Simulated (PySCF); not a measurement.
Correlation energy of Tc (technetium, neutral)

[Kr] 4d6 5s1, high-spin 6D determinant (an excited configuration). All numbers are calculated (PySCF 2.14, scalar relativity by spin-free X2C-1e, in ANO-RCC-VTZP (7s6p4d2f1g, 68 functions)). Frozen: [Kr]; 7 electrons correlated.

| level | correlation energy (mhartree) |
| --- | --- |
| CCSD | -140.01 |
| (T) | -5.27 |
| CCSD(T) | -145.28 |

Diagnostics: T1 = 0.015, D1 = 0.0468, largest double amplitude 0.038.

Cost of the coupled-cluster step: roughly 2.9 core-seconds, for 7 correlated electrons.

Iterations:

```
CC2 = 0
CCSD nocc = (np.int64(6), np.int64(1)), nmo = (50, 50)
frozen orbitals [[0, 1, 2, 3, 4, 5, 6, 7, 8, 9, 10, 11, 12, 13, 14, 15, 16, 17], [0, 1, 2, 3, 4, 5, 6, 7, 8, 9, 10, 11, 12, 13, 14, 15, 16, 17]]
max_cycle = 100
direct = 0
conv_tol = 1e-08
conv_tol_normt = 1e-06
diis_space = 8
diis_start_cycle = 0
Init t2, MP2 energy = -0.134145083566123
Init E_corr(UCCSD) = -0.134145083569189
cycle = 1  E_corr(UCCSD) = -0.138007243727962  dE = -0.00386216016  norm(t1,t2) = 0.0387709
cycle = 2  E_corr(UCCSD) = -0.139198014730776  dE = -0.001190771  norm(t1,t2) = 0.0162904
cycle = 3  E_corr(UCCSD) = -0.139967821748704  dE = -0.000769807018  norm(t1,t2) = 0.00842551
cycle = 4  E_corr(UCCSD) = -0.139996930424614  dE = -2.91086759e-05  norm(t1,t2) = 0.00159812
cycle = 5  E_corr(UCCSD) = -0.139999448756712  dE = -2.5183321e-06  norm(t1,t2) = 0.000880554
cycle = 6  E_corr(UCCSD) = -0.140012731154601  dE = -1.32823979e-05  norm(t1,t2) = 0.000248204
cycle = 7  E_corr(UCCSD) = -0.140013099486166  dE = -3.68331565e-07  norm(t1,t2) = 6.29003e-05
cycle = 8  E_corr(UCCSD) = -0.140012700160815  dE = 3.99325351e-07  norm(t1,t2) = 1.88701e-05
cycle = 9  E_corr(UCCSD) = -0.140012775755337  dE = -7.5594522e-08  norm(t1,t2) = 5.09702e-06
cycle = 10  E_corr(UCCSD) = -0.140012775009985  dE = 7.45351669e-10  norm(t1,t2) = 1.11159e-06
cycle = 11  E_corr(UCCSD) = -0.140012780307307  dE = -5.29732225e-09  norm(t1,t2) = 3.74105e-07
UCCSD converged
E(UCCSD) = -4283.037141101299  E_corr = -0.1400127803073075
UCCSD(T) correction = -0.00526738692152718
```
